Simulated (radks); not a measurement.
Species: Tc XXXIX. Configuration: [He] 2s2 3d1 (not the ground configuration). All-electron calculation, Dirac Kohn-Sham, B86b exchange with PBE correlation, spin-unpolarised, spherical densities, finite nucleus; open shells are shared between the two j in proportion to 2j + 1; Fermi nuclear charge, rms radius 4.4112 fm. Program: a radial shooting solver on a logarithmic mesh with Libxc functionals.

Radial electron density D(r) = 4 pi r^2 rho(r):

```
   r/bohr * D(r) (the largest magnitude, 50.9, reaches the edge; | marks zero)
 0.002442 |    *
 0.003006 |      *
 0.003731 |        *
 0.004593 |            *
 0.005656 |                 *
 0.006963 |                      *
 0.008642 |                             *
  0.01064 |                                     *
   0.0131 |                                            *
  0.01626 |                                                   *
  0.02002 |                                                      *
  0.02465 |                                                     *
  0.03035 |                                               *
  0.03766 |                                     *
  0.04637 |                          *
  0.05709 |                *
  0.07085 |             *
  0.08724 |              *
   0.1074 |                  *
   0.1322 |                  *
   0.1641 |               *
   0.2021 |          *
   0.2488 |      *
   0.3088 |   *
   0.3802 | *
   0.4681 |*
   0.5763 *
   0.7153 *
   0.8806 *
```

D(r) has 2 maxima, at r = 0.0213, 0.124 bohr, and minima at 0.0726 bohr, inside which lie 2.08 electrons.
